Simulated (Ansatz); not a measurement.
A structure relaxed at PBE0-D4/def2-TZVP, charge 0, multiplicity 1:

Cartesian coordinates in Å:
```
B 0.8149 -0.2883 1.0684
C 0.1312 -0.4160 -0.2884
C -0.7579 0.4804 -0.7294
F -1.1248 1.5416 -0.0507
Cl -1.5639 0.4080 -2.2309
H 0.5725 0.6316 1.7889
H 1.6014 -1.1202 1.4104
H 0.3265 -1.2371 -0.9684
```

(1) Give its formula and SMILES.

(2) Point group (tolerance 0.08 Å, 0.16 Å for H)?

(3) Summarise the bond lengths by kind.

Results:

(1) C2H3BClF, `B/C=C(\F)Cl`.

(2) Cs.

(3) 1 × B–C 1.525 Å; 2 × B–H 1.193 to 1.195 Å; 1 × C–C 1.337 Å; 1 × C–H 1.084 Å; 1 × C–F 1.312 Å; 1 × C–Cl 1.706 Å.

Results of the Gaussian-basis code of Ansatz.
